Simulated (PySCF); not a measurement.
Electron correlation in Rh (rhodium, neutral)

[Kr] 4d8 5p1, one real determinant (an excited configuration). All numbers are calculated (PySCF 2.14, a scalar-relativistic core potential, in aug-cc-pVTZ-PP with ECP28MDF). Frozen: 4s2 4p6; 9 electrons correlated.

MP2 pair energies summed by pair of shells (mhartree):

```json
{"pair": "4d-4d", "energy": "-222.18", "share (%)": "93.6"}
{"pair": "4d-5p", "energy": "-15.27", "share (%)": "6.4"}
```

Total MP2 correlation energy: -237.45 mhartree.

Same-spin part -89.10 and opposite-spin part -148.35 mhartree; SCS-MP2 scales them by 1/3 and 6/5 to -207.72 mhartree.

The reference is one real determinant that mixes LS terms of this configuration.
